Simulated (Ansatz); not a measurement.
`CCC[SiH2]O` at its PBE0-D4/def2-TZVP geometry, where that method's forces vanish. Total charge 0; spin multiplicity 1.

```xyz
15

C    -0.5066    0.4650    1.6454
C    -0.6201   -0.7469    0.7350
C    -0.7232   -0.3944   -0.7494
Si    0.7725    0.4538   -1.4895
O     2.1665   -0.3827   -1.1873
H     0.3918    1.0525    1.4352
H    -0.4688    0.1694    2.6963
H    -1.3627    1.1333    1.5174
H    -1.4965   -1.3338    1.0299
H     0.2415   -1.4058    0.8909
H    -1.5954    0.2487   -0.9266
H    -0.8951   -1.3040   -1.3364
H     0.6418    0.4941   -2.9676
H     0.8986    1.8495   -0.9765
H     2.5556   -0.2986   -0.3167
```

Q: What forces (eV/Å) does PBE-D4/def2-TZVPP give on these atoms in Ansatz 0.2.0? (An estimate is asked.)

A: The calculation gave: 
```
C1   0.005  0.002  0.029
C2  -0.002  0.002  0.004
C3   0.010  0.003 -0.034
Si4 -0.243  0.201 -0.032
O5   0.256 -0.302 -0.333
H6   0.171  0.121 -0.038
H7   0.007 -0.046  0.210
H8  -0.165  0.138 -0.019
H9  -0.172 -0.129  0.061
H10  0.168 -0.138  0.031
H11 -0.174  0.120 -0.041
H12 -0.043 -0.170 -0.120
H13 -0.005 -0.001 -0.162
H14  0.001  0.164  0.044
H15  0.187  0.035  0.400
```
